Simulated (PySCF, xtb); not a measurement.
Sn(H)2(F)(NH2) (FH₄NSn), SMILES [NH2][SnH2][F]. The values are those of a single conformer.

Harmonic wavenumbers (cm⁻¹) from xtb with GFN2-xTB at its own minimum, in rising order: 124, 146, 376, 398, 412, 494, 523, 619, 668, 758, 1463, 1516, 1728, 3402, 3446.

Problem. What does PySCF with PBE0-D3(BJ)/def2-SVP give at its own minimum? (An estimate is asked for; the answer gives what the named calculation found.)

Solution. 175, 203, 402, 510, 552, 617, 629, 676, 683, 851, 1539, 1969, 1982, 3565, 3668. Paired by order, the mean absolute difference is 130 cm⁻¹ and the zero-point energies are 23.0 and 25.8 kcal/mol.
